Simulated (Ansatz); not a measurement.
CdSe (SMILES [Se]=[Cd]), singlet, at a GFN2-xTB geometry (such geometries of metal compounds can be far from the true shape) (core potentials on Cd); B3LYP5/def2-SVPD (Ansatz, an electronic-structure program).

Input for Ansatz:
Ansatz 0.2 input:
```yaml
crystal:
  periodic: [false, false, false]
  atoms:
    - {symbol: Cd, position_ang: [-0.00000000, -0.00000000, -0.95941617]}
    - {symbol: Se, position_ang: [0.00000000, 0.00000000, 1.35446989]}
basis:
  gaussian:
    orbitals: def2-SVPD
hamiltonian:
  xc: b3lyp5
```

The log (banner, timings and long lists left out):

```
Functional definition: B3LYP5
725 factors; integrals over basis functions are off by at most 4.7e-4 eV
mean field evaluation 1: about -69897.2818 eV, gradient 3.4e1 eV
mean field evaluation 2: about -69828.2907 eV, gradient 1.3e2 eV
mean field evaluation 4: about -69901.8644 eV, gradient 6.5e0 eV
mean field evaluation 8: about -69902.0114 eV, gradient 4.1e-1 eV
mean field evaluation 16: about -69902.0121 eV, gradient 6.2e-5 eV
mean field -69902.01208108 eV, -2568.8515626941 hartree, gradient 6.1e-5 eV, S^2 0.000000; 0 other end points of the search recorded, 0 dependent functions left out
reference -69902.01226074 eV, -2568.8515692966 hartree; 27, 27 occupied and 48, 48 virtual orbitals, 725 factors
Total energy: -69902.01226074 eV, -2568.8515692966 hartree
```
